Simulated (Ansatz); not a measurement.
Ansatz results at the PBE0-D4/def2-TZVP geometry: ideal-gas entropy at 298 K and 1 bar (rigid rotor, harmonic PBE0-D4/def2-TZVP) 354 J/(mol·K); HOMO energy (PBE/def2-TZVPP) -6.96 eV; LUMO energy (B3LYP/def2-TZVPP) -0.67 eV.

Each molecule was computed in one conformer, which needn't be the lowest.

Question: Which molecule gave them?
A. `C=C=C(C)O`
B. `C[SiH2]B(N)Cl`
C. `N[CH2][SnH2][NH2]`
D. `COB[O][GaH2]`

Answer: D. The others give `C=C=C(C)O`: 314, -5.18, -0.31; `N[CH2][SnH2][NH2]`: 365, -5.24, -0.07; `C[SiH2]B(N)Cl`: 367, -6.52, -0.69.

B3LYP here is the variant with VWN-RPA as its local correlation; programs differ in this.
